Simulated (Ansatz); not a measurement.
Coupled-cluster run, `C=C(F)S[SiH3]`.

```yaml
crystal:
  periodic: [false, false, false]
  atoms:
    - {symbol: C, position_ang: [-1.680127, 0.813924, 1.193832]}
    - {symbol: C, position_ang: [-0.588761, 0.741049, 0.451786]}
    - {symbol: F, position_ang: [0.577488, 1.220023, 0.912363]}
    - {symbol: S, position_ang: [-0.515775, 0.113727, -1.184127]}
    - {symbol: Si, position_ang: [1.340602, -0.967229, -1.082162]}
    - {symbol: H, position_ang: [-1.648194, 1.298704, 2.160736]}
    - {symbol: H, position_ang: [-2.609639, 0.398115, 0.835408]}
    - {symbol: H, position_ang: [1.367732, -1.718001, -2.360531]}
    - {symbol: H, position_ang: [1.332326, -1.892946, 0.076543]}
    - {symbol: H, position_ang: [2.507649, -0.058764, -1.000948]}
basis:
  gaussian: {orbitals: def2-TZVPP}
correlation: {method: ccsd_t}
```

```sh
$ ansatz run in.yaml --threads 4 --pin off --events-out ev --progress --plain --max-ram 10444MiB
```

The program prints (abridged):

```
Functional definition: HF
1468 factors; integrals over basis functions are off by at most 7.1e-4 eV
mean field evaluation 1: about -23524.2826 eV, gradient 3.3e1 eV
mean field evaluation 2: about -23524.6063 eV, gradient 3.3e1 eV
mean field evaluation 4: about -23527.7437 eV, gradient 4.0e0 eV
mean field evaluation 8: about -23527.8277 eV, gradient 4.5e-1 eV
mean field evaluation 16: about -23527.8292 eV, gradient 1.6e-6 eV
mean field -23527.82924503 eV, -864.6317770193 hartree, gradient 1.6e-6 eV, S^2 0.000000; 0 other end points of the search recorded, 0 dependent functions left out
13 core orbitals not correlated: weight in the atoms' cores, before any rotation towards them, 1.000 or more for the frozen orbitals, at most 0.000 for the correlated occupied ones
reference -23527.82924503 eV, -864.6317770193 hartree; 15, 15 occupied and 219, 219 virtual orbitals, 1468 factors
second order -23.61178989 eV of doubles, -0.00000000 eV of singles
cycle   1  -24.12362781 eV  change   -5.1e-1 eV  update   1.1e-1
cycle   2  -24.75566305 eV  change   -6.3e-1 eV  update   3.5e-2
cycle   3  -24.90170807 eV  change   -1.5e-1 eV  update   1.8e-2
cycle   4  -24.89170855 eV  change    1.0e-2 eV  update   4.5e-3
cycle   5  -24.88957095 eV  change    2.1e-3 eV  update   1.9e-3
cycle   6  -24.89036586 eV  change   -7.9e-4 eV  update   4.9e-4
cycle   7  -24.89012430 eV  change    2.4e-4 eV  update   1.7e-4
cycle   8  -24.89006386 eV  change    6.0e-5 eV  update   5.9e-5
cycle   9  -24.89007891 eV  change   -1.5e-5 eV  update   2.4e-5
perturbative correction -1.05105116 eV, -0.0386254178 hartree
Total energy: -23553.77037510 eV, -865.5850959661 hartree
```

Run time 2.2 min (4 threads of an Arm Neoverse V1 on a shared host); peak host memory 5 GiB.

Correlation energy per correlated electron: -0.865 eV. T1 diagnostic: 0.0126.
